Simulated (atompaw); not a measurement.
## Ag (Z = 47): PAW (atompaw) pseudisation with PBE, scalar-relativistic reference atom.

The input file (atompaw 4.2.0.5):

```
Ag 47
GGA-PBE scalarrelativistic loggrid 1500 logderivrange -3 5 201
5 5 4 0 0 0
5 0 1
5 1 0
0 0 0
c
c
c
c
v
c
c
c
v
c
v
2
2.95 2.85 2.20 2.75
y
0.05
n
y
0.75
n
y
0.25
n
modrrkj vanderbiltortho besselshape
bessel
2.30
2.95
2.95
2.95
2.95
2.95
PWSCFOUT
UPFDX 0.0125d0 UPFXMIN -7.d0 UPFZMESH 47.d0
END
```

Command:

```bash
atompaw < Ag.input > Ag.log
```

The program printed (summary file):

```
[... start of the log left out ...]
   Valence                  :     -355.15207177535717

 PAW parameters:
       lmax =            2
         rc =    2.9521553498939244
        irc =         1119
   rc_shape =    2.8516381975514120
    rc_vloc =    2.2182917030431826
    rc_core =    2.7545433134001214
   Vloc: truncated form - Vps(r)=A.sin(qr)/r for r<rc
   Projector type: modified RKKJ projectors + Vanderbilt ortho.
   Bessel compensation charge shape zeroed at   2.8516E+00

 Number of basis functions     6
 No.   n  nodes  l      Energy         Cp coeff         Occ
  1    5    4    0   -0.3237601E+00 -0.2987427E+01  0.1000000E+01
  2  999    5    0    0.5000000E-01  0.2645643E+00  0.0000000E+00
  3    5    3    1   -0.5412750E-01 -0.1471190E+02  0.0000000E+00
  4  999    4    1    0.7500000E+00  0.1792255E+00  0.0000000E+00
  5    4    1    2   -0.5470899E+00  0.3155837E+01  0.1000000E+02
  6  999    2    2    0.2500000E+00  0.2855847E+01  0.0000000E+00

 Eigenvalues of overlap operator (in the basis of projectors):
    1       -1.04925450E-01
    2       -2.49554112E-02
    3        1.03195612E+00
    4        5.70852356E+00
    5        6.48383228E+00
    6        4.98161784E+01

The overlap operator has at least one negative eigenvalue!
It might be not positive definite...
Program is stopping.
This probably means that your projectors are too similar
or that your PAW basis is incomplete.
Advice: try to change your input parameters (f.i. : reference energies).
```

The run stopped because the overlap operator built from these waves and projectors is not positive definite.

The run took about 2.8 s on one core of a shared server CPU.
